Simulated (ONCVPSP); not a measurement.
**Er (Z = 68) ONCV: all-electron and pseudo phase curves**

| Item | Value |
| --- | --- |
| Element | Er |
| Generator | ONCVPSP 4.0.1 |
| Type | optimised norm-conserving Vanderbilt (ONCV) |
| Functional | PBE |
| Relativity | scalar-relativistic |
| Frozen core | [Kr] 4d10 4f11 |
| Valence charge | 11 |
| Reference configuration | 5s2 5p6 5d2 6s1 |
| Partial waves | 5s+6s: rc 2.10 bohr, ncon 3, nbas 6, qcut 5.4 1/bohr, 2 projectors; 5p: rc 1.65 bohr, ncon 3, nbas 7, qcut 4.1 1/bohr, 2 projectors, debl 2.2 Ha; 5d: rc 2.45 bohr, ncon 4, nbas 9, qcut 3.8 1/bohr, 3 projectors, debl 3.4 Ha |
| Local potential | polynomial inside 1.50 bohr (lpopt 5, dvloc0 -1 Ha) |
| Core correction | none |

The phase is arctan(r·R′/R) of the radial function R(r), unwrapped; energies in Ha, scanned from -4 to 5 Ha. A pole is an energy at which the radial function vanishes at the test radius. The pseudo phase is shifted by a multiple of π to meet the all-electron one at the reference energy, and phase errors are pseudo minus all-electron; the curves can meet again beyond the range given. Levels narrower than the energy grid can be missing from the lists of poles.

Problem. For each channel, where are the poles, and over which energies does the pseudopotential scatter like the atom?

Solution.

```tsv
channel	radius (bohr)	reference energy (Ha)	poles, all-electron	poles, pseudo	unbroken range about the reference energy with phases within 0.05 rad	phase error 1 Ha above the reference energy (rad)
s	2.13	-0.15	-1.81, 3.87	-1.81, 3.02, 4.67	below 2.9	-0.007
p	1.67	-1.05	0.51	0.51	below 4.0	-0.000
d	2.48	-0.06	0.60, 4.54	0.59, 4.50	below 1.7	-0.010
```

Note: no bound ghost flagged; GHOST(+) flagged for s at 92.7 eV, d at 171.6 eV.

Phases in the s channel:

```
E (Ha)  all-electron  pseudo
 -3.98         1.319   1.319
 -3.74         1.301   1.301
 -3.50         1.278   1.278
 -3.26         1.246   1.246
 -3.02         1.199   1.198
 -2.78         1.116   1.116
 -2.54         0.922   0.921
 -2.30         0.085   0.084
 -2.06        -1.257  -1.257
 -1.82        -1.563  -1.563
 -1.58        -1.682  -1.682
 -1.34        -1.756  -1.756
 -1.10        -1.817  -1.817
 -0.86        -1.879  -1.879
 -0.62        -1.951  -1.951
 -0.38        -2.045  -2.045
 -0.14        -2.179  -2.179
  0.10        -2.393  -2.394
  0.34        -2.751  -2.752
  0.58        -3.269  -3.273
  0.82        -3.756  -3.763
  1.06        -4.070  -4.078
  1.30        -4.257  -4.266
  1.54        -4.374  -4.384
  1.78        -4.454  -4.465
  2.02        -4.511  -4.525
  2.26        -4.555  -4.572
  2.50        -4.590  -4.613
  2.74        -4.618  -4.653
  2.98        -4.643  -4.701
  3.22        -4.664  -4.803
  3.46        -4.683  -7.021
  3.70        -4.701  -7.707
  3.94        -4.717  -7.777
  4.18        -4.734  -7.811
  4.42        -4.750  -7.834
  4.66        -4.766  -7.854
  4.90        -4.784  -7.871
```
